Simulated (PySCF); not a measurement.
Si(Cl)2(vinyl)(OH) (C₂H₄Cl₂OSi), SMILES C=C[Si](O)(Cl)Cl.

Geometry optimised at TPSSh-D3(BJ)/def2-SVP. One conformer was computed; it need not be the lowest.

Level of theory: TPSSh-D3(BJ)/def2-SVP (PySCF).

Frequencies are harmonic and unscaled.

```csv
mode,ν (cm⁻¹),IR (km/mol),Raman (Å⁴/amu),depolarisation,moving atoms (share of kinetic energy)
1,67,4.5,8.3,0.75,"C 46 %, H 32 %, Cl 17 %"
2,121,18.7,6.1,0.75,"H 43 %, Cl 28 %, C 18 %, O 10 %"
3,151,1.5,1.0,0.71,"O 28 %, Cl 26 %, C 22 %, H 14 %, Si 10 %"
4,180,2.7,2.8,0.75,"Cl 60 %, C 15 %, Si 13 %"
5,231,35.1,0.3,0.75,"H 71 %, C 12 %, Cl 11 %"
6,260,24.9,3.1,0.72,"O 32 %, C 23 %, Si 17 %, Cl 16 %, H 12 %"
7,283,60.4,1.8,0.75,"O 57 %, Cl 23 %, H 17 %"
8,352,3.2,6.4,0.10,"Cl 39 %, C 35 %, H 14 %"
9,513,51.9,7.3,0.03,"Cl 32 %, Si 30 %, C 16 %, O 15 %"
10,516,4.6,2.0,0.75,"H 44 %, C 26 %, Cl 19 %, Si 10 %"
11,616,271.6,3.3,0.75,"Si 57 %, Cl 17 %, H 14 %, C 11 %"
12,722,74.8,2.9,0.37,"C 39 %, Si 30 %, H 28 %"
13,808,274.4,0.9,0.08,"H 59 %, O 25 %, Si 14 %"
14,937,62.6,2.5,0.40,"O 38 %, Si 38 %, H 22 %"
15,1008,21.5,0.6,0.75,"H 72 %, C 28 %"
16,1014,17.3,3.4,0.47,"H 79 %, C 15 %"
17,1035,18.5,0.1,0.75,H 94 %
18,1283,0.4,10.0,0.27,"H 72 %, C 28 %"
19,1431,21.8,24.4,0.44,"H 81 %, C 18 %"
20,1664,15.3,19.1,0.14,"C 83 %, H 17 %"
21,3129,11.5,113.5,0.18,H 95 %
22,3155,1.2,123.7,0.26,"H 92 %, C 8 %"
23,3228,3.4,84.7,0.68,"H 89 %, C 11 %"
24,3842,126.3,98.2,0.31,H 94 %
```
